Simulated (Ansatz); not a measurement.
Harmonic frequencies (cm⁻¹) at PBE0-D4/def2-TZVP from Ansatz: 55, 74, 101, 206, 333, 457, 1103, 1166, 1172, 1462, 1478, 1494, 2993, 3053, 3066.

Each molecule was computed in one conformer, which needn't be the lowest.

Q: Which molecule is it?
A. `C[O][In][SH]`•
B. `[CH3][GeH][Cl]`•
C. `[SiH2][SiH2]Cl`•
D. `C[O][In][Cl]`•

A: D.
